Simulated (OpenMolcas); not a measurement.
# Os6+ in a point-charge field

Os6+ among 2 point charges of -2 e arranged as a linear pair (D∞h), 1.84 Å from the ion.
```
   0.0000    0.0000    1.8400  -2.00
   0.0000    0.0000   -1.8400  -2.00
```

```json
{
  "Program": "OpenMolcas 26.06",
  "Method": "CASSCF",
  "Basis": "ANO-RCC-VTZP [8s7p5d3f2g1h]",
  "Scalar Hamiltonian": "DKH2, point nucleus",
  "Active space": "2 electrons in 5 orbitals (5d)",
  "State averaging": "2S+1 = 3 even, 10 roots; 2S+1 = 1 even, 15 roots",
  "Spin-orbit coupling": "state interaction with AMFI integrals over the reference wave functions"
}
```

The lowest spin-free states (labels by Λ), above the lowest:

```csv
State,Degeneracy,E (cm-1),Free-ion L (%)
3Σ,1,0.0,P (60)
3Φ,2,6744,F (100)
1Γ,2,8865,G (100)
1Σ,1,10109,D (85)
3Π,2,10634,F (81)
3Δ,2,15618,F (100)
1Π,2,19419,D (93)
1Φ,2,25425,G (100)
3Σ,1,26657,F (60)
1Δ,2,32690,D (85)
1Δ,2,39535,G (85)
3Π,2,41507,P (81)
1Π,2,48682,G (93)
1Σ,1,49835,G (89)
1Σ,1,69160,S (78)
```

The lowest levels with spin-orbit coupling:

```
E (cm-1)  Degeneracy      2S+1               g
     0.0           1  3 (78 %)                
    5449           2         3  0.00 0.00 2.26
    6755           2         3  0.00 0.00 3.29
   10646           2  3 (80 %)  0.00 0.00 2.02
   14226           2         3  0.00 0.00 6.14
   14707           2  1 (74 %)  0.00 0.00 8.53
   17144           1         3                
   18375           2         3  0.00 0.00 5.29
   18677           1         3                
   23681           2         3  0.00 0.00 0.82
   24075           1  1 (74 %)                
   25964           2  3 (74 %)  0.00 0.00 9.47
   26942           2  3 (90 %)  0.00 0.00 4.44
   27257           2  3 (68 %)  0.00 0.00 7.29
   31825           2  3 (52 %)  0.00 0.00 2.44
   32797           1         3                
   36435           2  3 (75 %)  0.00 0.00 3.33
   37634           2  1 (68 %)  0.00 0.00 6.57
   41010           2  1 (69 %)  0.00 0.00 4.42
   47547           1         3
```

Powder χT (cm3 K/mol): 0 at 2 K, 0 at 10 K, 0.00473 at 50 K, 0.00945 at 100 K, 0.0189 at 200 K, 0.0284 at 300 K. The effective moment at 300 K is 2.828 √(χT) = 0.48 μB.

Spin-orbit coupling mixes the spin-free states strongly: the lowest level takes only 61 % from its leading state, 3Σ. Without dynamic correlation the repulsion within the d shell is too large (B by tens of per cent), so at a given field states of lower spin stand too high. Point charges carry no covalency, so the field is a model and not that of real ligands. No measured value stands beside these numbers.

With an even number of electrons the g values are those of a degenerate or nearly degenerate non-Kramers pair.
